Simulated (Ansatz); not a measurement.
Relaxation of Cl3GaH2 (6 atoms, charge 0, multiplicity 1), to a largest force component of 0.03 eV/Å in at most 50 steps.

These are results of RKS CAM-B3LYP-D4/def2-SVP in Ansatz 0.2.0, not measurements.

```xyz
6
Properties=species:S:1:pos:R:3
Ga 0.234 0.478 -0.690
Cl 1.665 -1.179 -0.458
Cl -1.432 0.229 -1.971
Cl 0.677 2.341 0.209
H -0.285 -1.086 1.315
H -0.858 -0.783 1.595
```

Where does it end, and by what steps?

The run converged. After 6 steps the energy has fallen by 0.165 eV; H6 moved furthest, 0.32 Å.

```
step  energy less start (eV)  largest force component (eV/Å)  accepted
   0                  0.0000                           2.073       yes
   1                 -0.1271                           0.706       yes
   2                 -0.1018                           1.126        no
   3                 -0.1485                           0.306       yes
   4                 -0.1596                           0.060       yes
   5                 -0.1640                           0.080       yes
   6                 -0.1650                           0.015       yes
```

```xyz
6
Properties=species:S:1:pos:R:3
Ga 0.304 0.366 -0.648
Cl 1.829 -1.109 -0.692
Cl -1.457 0.104 -1.800
Cl 0.633 2.200 0.364
H -0.370 -1.034 1.359
H -0.940 -0.527 1.417
```

Whether the end is a true minimum wasn't checked by a vibrational analysis.

Time of the run: 22 s on 2 threads of Arm Neoverse V1, with other jobs on the host, peak memory 0.28 GiB.
